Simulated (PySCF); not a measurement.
# How the functional moves excitation energies

Compound: potassium bromide, KBr.
SMILES: `[K][Br]`

Linear-response calculations in the def2-SVPD basis (PySCF; singlets by full response, triplets Tamm–Dancoff, core orbitals frozen in the response; HF means time-dependent Hartree–Fock). 'Strongest' is the level of largest summed f among the singlets computed (10 roots, of which the last may lack a degenerate partner); it can jump between rows when another state enters that window. S1 is the lowest singlet of each run and needn't be the same state throughout; f(S1) is that of one state. Geometry: PBE0-D3(BJ)/def2-SVP; no solvent, vibrations or thermal averaging. The LDA/def2-SVPD calculation is non-relativistic and has no spin–orbit coupling, an omission that weighs most on bromine.

```tsv
functional	kind	S1 (eV)	f(S1)	strongest (eV)	T1 (eV)	HOMO (eV)	gap (eV)	ionisation energy, ΔSCF (eV)
LDA	LDA	2.93	0.008	4.74	2.90	-4.80	2.92	8.64
PBE	GGA	2.72	0.006	3.13	2.68	-4.66	2.71	8.37
B3LYP	global hybrid, 20% exact exchange	3.16	0.009	4.99	3.12	-5.56	3.84	8.39
PBE0	global hybrid, 25% exact exchange	3.51	0.010	5.24	3.46	-5.80	4.36	8.34
BHandHLYP	global hybrid, 50% exact exchange	3.93	0.014	5.62	3.89	-6.82	5.62	8.20
CAM-B3LYP	range-separated hybrid	3.84	0.017	5.50	3.79	-7.08	6.01	not settled
wB97X-D	range-separated hybrid	4.25	0.025	5.65	4.23	-7.61	7.27	8.34
LC-wPBE	range-separated hybrid	4.79	0.031	6.21	4.71	-8.42	7.95	8.30
```

Q: What does HF (Hartree–Fock) give?

A: S1 (eV) 5.01, f(S1) 0.030, strongest (eV) 6.34, T1 (eV) 4.89, HOMO (eV) -8.51, gap (eV) 8.09, ionisation energy, ΔSCF (eV) not settled. S1 runs from 2.72 eV (PBE) to 5.01 eV (HF), a spread of 2.29 eV, while the orbital gap spreads over 5.4 eV. Along PBE (0%), B3LYP (20%), PBE0 (25%), BHandHLYP (50%), HF (100%) S1 rises with the share of exact exchange. −ε(HOMO) comes closest to its own ΔSCF ionisation energy with LC-wPBE (+0.11 eV) and misses most with LDA (-3.85 eV). 'Not settled' means that the ion's SCF failed to converge or may have ended in another state than the lowest.
